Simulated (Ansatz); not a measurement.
A nudged elastic band was laid between two geometries of C2H2AlCl (6 atoms, charge 0, multiplicity 1).

Computed with RHF/def2-TZVP in Ansatz.

```
movable images  : 1
climbing image  : no
spring          : 5.0 eV/Å²
optimiser       : quadratic models (default)
start path      : through a guess of the saddle point
force threshold : 0.03 eV/Å
iteration limit : 60
end points      : relaxed
```

Initial state:

```xyz
6
Properties=species:S:1:pos:R:3
C 0.272 0.893 -1.633
C 0.122 0.347 -0.583
Al -0.094 -0.491 1.111
Cl -1.129 -2.309 1.195
H 0.403 1.373 -2.565
H 0.468 0.123 2.429
```

Final state:

```xyz
6
Properties=species:S:1:pos:R:3
C 0.123 0.348 -0.583
C 0.272 0.893 -1.633
Al -0.094 -0.491 1.111
Cl -1.129 -2.310 1.195
H 0.402 1.373 -2.565
H 0.468 0.124 2.429
```

Question: Which bonds break or form, and what moves?

Answer: Bonds broken: C1–H5, C2–Al3. Bonds formed: C1–Al3, C2–H5.  The two ends are copies of one structure, up to a mirror image or an exchange of like atoms.

Question: What energy profile does the band end with?

Answer: The run converged. The highest image is number 1 of 0 to 2, 1.28 eV above the ends, which have the same energy within 2 meV. Neighbouring images differ by up to 1.3 eV, so the band resolves the path poorly. No image climbed, so the highest image needn't sit at the top of the path. A band with more images between the same ends climbed to 2.01 eV, so this one has probably stepped over the top. So few images can step over the top or miss a turn of the path. The orbitals stay closed-shell, which can raise the energy where a bond breaks towards radicals; this wasn't checked here.

```json
{"image": "0", "path coordinate (Å)": "0.00", "energy (eV)": "0.00", "C1–H5 (Å)": "1.06", "C2–Al3 (Å)": "1.90", "C1–Al3 (Å)": "3.09"}
{"image": "1", "path coordinate (Å)": "2.43", "energy (eV)": "1.28", "C1–H5 (Å)": "2.26", "C2–Al3 (Å)": "2.03", "C1–Al3 (Å)": "2.26"}
{"image": "2", "path coordinate (Å)": "4.86", "energy (eV)": "0.00", "C1–H5 (Å)": "2.25", "C2–Al3 (Å)": "3.09", "C1–Al3 (Å)": "1.90"}
```

Question: What is the geometry of the highest image?

Answer: 
```xyz
6
Properties=species:S:1:pos:R:3
C 1.243 0.839 -0.922
C 0.055 0.550 -1.106
Al 0.185 -0.272 0.744
Cl -1.578 -1.436 0.799
H -0.867 0.426 -1.618
H 1.003 -0.171 2.058
```

The run took 75 s on 2 threads of Intel(R) Xeon(R) Platinum 8259CL CPU @ 2.50GHz (Skylake/Cascade Lake) (shared host), peak memory 0.34 GiB.
